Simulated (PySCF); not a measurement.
# C₆ coefficients of unlike pairs at UHF

Calculated with PySCF 2.14 from the dipole response of each species, C₆(A,B) = (3/π) ∫ α_A(iu) α_B(iu) du, in atomic units, from isotropic polarisabilities. For ions this is the dispersion term alone; charge-induced terms of lower order in 1/R come first.

```tsv
species	configuration	basis	relativity	α (bohr³)	C₆ (like pair)
La²⁺	[Xe] 5d1 (2D)	x2c-TZVPPall with one added diffuse shell each of s, p, d type (12s8p8d3f1g)	spin-free X2C	19.54	130.7
Te³⁺	[Kr] 4d10 5s2 5p1 (2P)	def2-QZVPPD with the def2 core potential (28 electrons) (8s7p5d4f1g)	core potential	11.40	61.04
Li⁻	[He] 2s2 (1S)	aug-cc-pVQZ with one added diffuse shell each of s, p, d, f, g type (7s6p5d4f3g)	none	1191	34250
Re	[Xe] 4f14 5d5 6s2 (6S)	def2-TZVPPD with the def2 core potential (60 electrons) (6s5p3d2f1g)	core potential	92.42	1046
```

Estimate C₆ for Li⁻ with La²⁺.

The integral gives 1102. The combination rule 2 C_A C_B / (C_A α_B/α_A + C_B α_A/α_B) gives 1050 and the geometric mean 2116.

No spin-orbit coupling is included.

The other pairs:

```
      pair     C₆
 Li⁻, Te³⁺  671.8
  Re, La²⁺  338.1
   Re, Li⁻   4526
  Re, Te³⁺  222.9
Te³⁺, La²⁺  88.97
```
